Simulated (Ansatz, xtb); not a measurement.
## Relative energy of two isomers of C5H7NO

Structure a: `[H]/N=C(/O)[C@@H]1C=CC1`, a singlet. Structure b: `NC(=O)[C@@H]1C=CC1`, a singlet. Both are isolated molecules in the gas phase, relaxed with r2SCAN-D4/def2-SVP; the shapes shown needn't be the lowest conformers.

a (Å):

```yaml
atoms:
  - { symbol: C, position_ang: [-0.3257, 0.4034, 0.4977] }
  - { symbol: C, position_ang: [-0.1605, -0.9145, 1.2036] }
  - { symbol: C, position_ang: [0.0244, -0.8957, 2.7061] }
  - { symbol: C, position_ang: [1.2575, -1.4340, 2.6602] }
  - { symbol: C, position_ang: [1.2940, -1.5244, 1.1518] }
  - { symbol: N, position_ang: [-0.2470, 1.5816, 0.9721] }
  - { symbol: O, position_ang: [-0.5517, 0.2223, -0.8207] }
  - { symbol: H, position_ang: [-0.0600, 1.5473, 1.9773] }
  - { symbol: H, position_ang: [-0.6052, 1.1172, -1.1987] }
  - { symbol: H, position_ang: [-0.9250, -1.6184, 0.8292] }
  - { symbol: H, position_ang: [-0.6349, -0.5769, 3.5205] }
  - { symbol: H, position_ang: [1.9795, -1.7281, 3.4293] }
  - { symbol: H, position_ang: [2.0352, -0.8809, 0.6478] }
  - { symbol: H, position_ang: [1.3546, -2.5382, 0.7205] }
```

b (Å):

```xyz
14

C    -2.7576   -1.7183    1.0336
C    -2.6651   -2.3667   -0.3449
C    -1.3458   -2.9754   -0.7810
C    -1.1569   -2.1032   -1.7910
C    -2.4490   -1.3590   -1.5393
N    -1.5920   -1.1659    1.4782
O    -3.7984   -1.6700    1.6650
H    -1.5967   -0.6714    2.3621
H    -0.7374   -1.2253    0.9380
H    -3.5555   -3.0060   -0.4556
H    -0.7756   -3.8286   -0.3978
H    -0.3727   -1.9813   -2.5462
H    -2.3590   -0.3001   -1.2409
H    -3.2108   -1.4359   -2.3337
```

Estimate which is lower in electronic energy at CCSD(T)/def2-SVP + ΔMP2/def2-TZVPP, and by roughly how much.

The CCSD(T)/def2-SVP + ΔMP2/def2-TZVPP calculation puts structure b lower, by 0.441 eV.

The same difference at several levels:

```tsv
level	geometry	E(b) − E(a) (eV)	departure from the last row (eV)	job, with rough time for the two
r2SCAN-D4/def2-SVP	r2SCAN-D4/def2-SVP	−0.624	−0.183	optimisation, 2 min
HF/def2-SVP	r2SCAN-D4/def2-SVP	−0.605	−0.163	part of the CCSD(T) run
MP2/def2-SVP	r2SCAN-D4/def2-SVP	−0.568	−0.127	part of the CCSD(T) run
CCSD(T)/def2-SVP	r2SCAN-D4/def2-SVP	−0.522	−0.080	single point
CCSD(T)/def2-SVP + ΔMP2/def2-TZVPP	r2SCAN-D4/def2-SVP	−0.441		single point, 2.3 min
```

As drawn, b has 1 C–N, 1 C=O, 1 N–H in place of 1 C=N, 1 C–O, 1 O–H.

None of the levels shown reverses the order. The largest departure from CCSD(T)/def2-SVP + ΔMP2/def2-TZVPP is that of r2SCAN-D4/def2-SVP, 0.183 eV. Levels run at GFN2-xTB geometries aren't shown. The last row adds to CCSD(T) the change of the MP2 difference between the two basis sets, here +0.080 eV.

With thermal terms from frequencies at re-optimised GFN2-xTB minima (ideal gas, soft modes damped towards free rotors, one conformer each, 298.15 K, 1 atm): on the last row, ΔE + ΔZPE = −0.453, ΔH = −0.445, ΔG = −0.457 eV.

The correlated steps freeze 7 core orbitals. Run with Ansatz 0.2.0, xtb 6.7.1; the last row on 2 threads of Arm Neoverse V1 on a shared host.
